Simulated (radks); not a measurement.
Task: Spherical jellium clusters: N electrons in a uniform positive sphere of charge N and radius rs N^(1/3), rs = 5.93 bohr. Method: non-relativistic Kohn-Sham, PBEsol, spin-polarised, spherical densities; computed with a radial shooting solver with Libxc functionals. Levels are named by radial order and angular momentum (1s, 1p, 1d, 2s, ...), and open shells are averaged over m. At N = 5 the configuration is 1s2 1p(up 3, down 0). The background grows by one charge. Does electron 6 go into 1p down or 2s up or 1d up?

Result: Into 1p down. The total energies of the other choices lie higher by 0.381 eV (1d up), 0.847 eV (2s up).
